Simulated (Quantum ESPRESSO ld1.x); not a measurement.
Problem. These are the eigenvalues of the occupied orbitals of an atom or ion with whole-number occupations (eV). Calculated with ld1.x of Quantum ESPRESSO 7.5: scalar-relativistic Kohn-Sham, BLYP, spin-unpolarised, spherical densities, point nucleus.

| orbital | eigenvalue |
|---|---|
| 1s | -4870.79 |
| 2s | -536.858 |
| 2p | -444.388 |
| 3s | -62.3323 |
| 3p | -38.6313 |
| 4s | -4.3359 |
| 3d | -4.1363 |

Which element is it, and in what charge state? The configuration may be excited.

Solution. Z = 22, titanium, charge 0: Ti in [Ar] 3d2 4s2. The list shows which subshells hold electrons but not how many an open one holds; the 1s level, -179 hartree, gives Z - s = 18.9 by -(Z - s)^2/2, which with screening and relativity narrows Z to a few neighbours, and the depths of the outer levels then fix element, charge and occupations together.
